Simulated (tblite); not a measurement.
Species: C₇H₁₂AsN.
SMILES with atom numbers: `[N:1]#[C:2][CH2:3][C@@H:4]1[CH2:5][CH2:6][CH2:7][AsH:8][CH2:9]1` (hydrogens: H10, H11 on C3; H12 on C4; H13, H14 on C5; H15, H16 on C6; H17, H18 on C7; H19 on As8; H20, H21 on C9)

Computed with GFN2-xTB (tblite), gas phase: L-BFGS steps from a force-field or distance-geometry start until the largest atomic force falls under 0.01 eV/Å.

Step 15: E = -717.2641 eV
```
atom  x, y, z in Å  |  force x, y, z in eV/Å
N1      3.7835   -1.4967    0.1175   -0.042   0.005  -0.013
C2      3.0612   -0.6393   -0.1088   -0.013  -0.016   0.013
C3      2.1516    0.4453   -0.3680    0.016   0.013  -0.010
C4      0.7664    0.2174    0.2681    0.006   0.002   0.008
C5      0.0646   -0.9615   -0.4098    0.005  -0.010  -0.006
C6     -1.2522   -1.3545    0.2575    0.005  -0.006   0.007
C7     -2.3123   -0.2623    0.1618    0.006  -0.007  -0.012
As8    -1.7269    1.3150    1.2130   -0.029   0.029   0.016
C9     -0.0504    1.5000    0.1628   -0.015   0.001  -0.005
H10     2.0455    0.5663   -1.4502    0.012  -0.013  -0.020
H11     2.5970    1.3599    0.0353    0.033   0.000   0.010
H12     0.9132   -0.0297    1.3287    0.002   0.003   0.029
H13     0.7369   -1.8235   -0.3887    0.011  -0.016  -0.010
H14    -0.1267   -0.7138   -1.4581    0.002   0.012  -0.010
H15    -1.0640   -1.5884    1.3113    0.011   0.002   0.013
H16    -1.6211   -2.2686   -0.2173    0.002   0.002  -0.001
H17    -3.2617   -0.6413    0.5504    0.005   0.014   0.001
H18    -2.4688    0.0188   -0.8826    0.002  -0.010  -0.014
H19    -2.4970    2.3258    0.3866    0.014  -0.026   0.019
H20     0.5327    2.3412    0.5520   -0.028   0.005  -0.009
H21    -0.2805    1.7068   -0.8858   -0.004   0.018  -0.006
```

Step 16: E = -717.2644 eV
```
atom  x, y, z in Å  |  force x, y, z in eV/Å
N1      3.7799   -1.4994    0.1174   -0.020  -0.012  -0.008
C2      3.0607   -0.6397   -0.1088   -0.038  -0.004   0.009
C3      2.1517    0.4455   -0.3677    0.003   0.016  -0.006
C4      0.7660    0.2181    0.2689    0.020  -0.004   0.003
C5      0.0651   -0.9615   -0.4097    0.012   0.001  -0.004
C6     -1.2518   -1.3545    0.2573    0.015  -0.009   0.010
C7     -2.3119   -0.2624    0.1607    0.010  -0.008  -0.003
As8    -1.7264    1.3146    1.2143   -0.040   0.026  -0.015
C9     -0.0513    1.5008    0.1624   -0.001  -0.014  -0.002
H10     2.0440    0.5659   -1.4499    0.017  -0.011  -0.016
H11     2.5984    1.3597    0.0349    0.028   0.001   0.009
H12     0.9126   -0.0284    1.3301    0.000   0.004   0.016
H13     0.7380   -1.8236   -0.3901    0.003  -0.003  -0.005
H14    -0.1262   -0.7123   -1.4576    0.002   0.009  -0.011
H15    -1.0634   -1.5876    1.3111    0.010   0.003   0.019
H16    -1.6194   -2.2697   -0.2164   -0.005   0.003  -0.006
H17    -3.2607   -0.6417    0.5501   -0.001   0.013   0.001
H18    -2.4688    0.0172   -0.8840    0.004  -0.003  -0.007
H19    -2.4972    2.3264    0.3884    0.017  -0.032   0.026
H20     0.5313    2.3423    0.5509   -0.021   0.010  -0.002
H21    -0.2797    1.7073   -0.8866   -0.014   0.014  -0.006
```

Step 17: E = -717.2647 eV
```
atom  x, y, z in Å  |  force x, y, z in eV/Å
N1      3.7756   -1.5025    0.1172   -0.003  -0.026  -0.003
C2      3.0595   -0.6404   -0.1087   -0.054   0.004   0.002
C3      2.1520    0.4460   -0.3675   -0.009   0.016  -0.001
C4      0.7659    0.2189    0.2699    0.025  -0.005  -0.003
C5      0.0659   -0.9615   -0.4096    0.016   0.012   0.000
C6     -1.2511   -1.3547    0.2572    0.022  -0.007   0.010
C7     -2.3113   -0.2627    0.1596    0.012  -0.006   0.007
As8    -1.7266    1.3145    1.2154   -0.033   0.007  -0.036
C9     -0.0523    1.5014    0.1619    0.010  -0.021   0.001
H10     2.0427    0.5652   -1.4499    0.022  -0.008  -0.008
H11     2.6005    1.3596    0.0347    0.020   0.001   0.005
H12     0.9120   -0.0269    1.3319   -0.001   0.007  -0.003
H13     0.7392   -1.8238   -0.3917   -0.004   0.010  -0.001
H14    -0.1257   -0.7105   -1.4573    0.003   0.004  -0.006
H15    -1.0625   -1.5868    1.3112    0.009   0.003   0.020
H16    -1.6177   -2.2707   -0.2155   -0.008   0.005  -0.008
H17    -3.2596   -0.6418    0.5498   -0.007   0.010  -0.001
H18    -2.4686    0.0154   -0.8857    0.007   0.003   0.003
H19    -2.4971    2.3265    0.3908    0.010  -0.026   0.021
H20     0.5294    2.3437    0.5497   -0.013   0.012   0.005
H21    -0.2791    1.7081   -0.8875   -0.022   0.007  -0.002
```

Step 18: E = -717.2650 eV
```
atom  x, y, z in Å  |  force x, y, z in eV/Å
N1      3.7711   -1.5057    0.1168    0.002  -0.029   0.000
C2      3.0576   -0.6413   -0.1084   -0.052   0.002  -0.001
C3      2.1522    0.4466   -0.3674   -0.013   0.010   0.003
C4      0.7663    0.2195    0.2708    0.017   0.001  -0.009
C5      0.0670   -0.9613   -0.4097    0.013   0.017   0.003
C6     -1.2499   -1.3550    0.2573    0.020  -0.002   0.008
C7     -2.3105   -0.2631    0.1585    0.009  -0.003   0.012
As8    -1.7274    1.3146    1.2157   -0.012  -0.019  -0.038
C9     -0.0530    1.5017    0.1614    0.011  -0.016   0.003
H10     2.0418    0.5645   -1.4500    0.026  -0.002   0.000
H11     2.6029    1.3595    0.0345    0.012   0.000   0.001
H12     0.9114   -0.0254    1.3336    0.001   0.007  -0.020
H13     0.7403   -1.8238   -0.3932   -0.006   0.017   0.003
H14    -0.1252   -0.7088   -1.4571    0.004   0.000   0.000
H15    -1.0616   -1.5860    1.3117    0.009   0.003   0.015
H16    -1.6162   -2.2716   -0.2148   -0.007   0.008  -0.007
H17    -3.2587   -0.6417    0.5495   -0.009   0.005  -0.004
H18    -2.4683    0.0138   -0.8872    0.010   0.005   0.011
H19    -2.4968    2.3261    0.3934   -0.004  -0.012   0.004
H20     0.5272    2.3452    0.5487   -0.006   0.009   0.009
H21    -0.2790    1.7089   -0.8883   -0.025  -0.003   0.005
```

Problem. Estimate the geometry and energy of step 19. (The exact step hangs on the optimiser's Hessian estimate; all steps are aligned on step 18, rigid shifts and turns removed.)

Solution. E = -717.2652 eV, largest force 0.043 eV/Å
```
atom  x, y, z in Å  |  force x, y, z in eV/Å
N1      3.7673   -1.5084    0.1165   -0.006  -0.020  -0.001
C2      3.0554   -0.6423   -0.1081   -0.034  -0.009  -0.002
C3      2.1523    0.4473   -0.3672   -0.008   0.003   0.004
C4      0.7669    0.2201    0.2713    0.003   0.010  -0.011
C5      0.0680   -0.9608   -0.4097    0.006   0.016   0.004
C6     -1.2487   -1.3553    0.2575    0.012   0.004   0.007
C7     -2.3098   -0.2636    0.1579    0.003  -0.003   0.012
As8    -1.7282    1.3143    1.2152    0.011  -0.035  -0.022
C9     -0.0533    1.5018    0.1610    0.005  -0.003   0.003
H10     2.0415    0.5639   -1.4500    0.027   0.003   0.005
H11     2.6049    1.3595    0.0343    0.006  -0.002  -0.002
H12     0.9110   -0.0240    1.3345    0.004   0.006  -0.026
H13     0.7410   -1.8234   -0.3944   -0.002   0.018   0.005
H14    -0.1247   -0.7074   -1.4570    0.004  -0.001   0.005
H15    -1.0606   -1.5853    1.3124    0.009   0.002   0.008
H16    -1.6151   -2.2722   -0.2143   -0.002   0.012  -0.003
H17    -3.2582   -0.6416    0.5492   -0.008   0.000  -0.006
H18    -2.4678    0.0126   -0.8882    0.012   0.004   0.015
H19    -2.4967    2.3256    0.3956   -0.016   0.003  -0.014
H20     0.5254    2.3465    0.5480   -0.003   0.003   0.010
H21    -0.2794    1.7095   -0.8888   -0.024  -0.010   0.010
```

The energy changes by -0.0002 eV. The first-order estimate −F·Δx gives -0.0003 eV and the mean of the old and new forces, exact on a quadratic surface, -0.0002 eV. The step makes an angle of 69° with the force vector and moves no atom by more than 0.005 Å.

What follows is the cost of the whole relaxation. Hardware: one thread, Intel Xeon 6975P-C (x86_64), on a shared host. Cost: 0.4 s of wall time.
